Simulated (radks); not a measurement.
Eu4+, configuration [Xe] 4f5 (the NIST ground configuration). All-electron calculation, Dirac Kohn-Sham, LDA (Slater exchange, Perdew-Wang correlation), spin-unpolarised, spherical densities, point nucleus; open shells are shared between the two j in proportion to 2j + 1. Program: a radial shooting solver on a logarithmic mesh with Libxc functionals.

X-ray form factor f0, the Fourier transform of the density (f0(0) = 59):

sin(theta)/lambda (1/angstrom)  f0 (electrons)
0.05                                    58.410
0.1                                     56.733
0.15                                    54.219
0.2                                     51.193
0.25                                    47.974
0.3                                     44.810
0.4                                     39.162
0.5                                     34.570
0.6                                     30.799
0.8                                     24.873
1                                       20.664
1.25                                    17.277
1.5                                     15.014
2                                       11.358
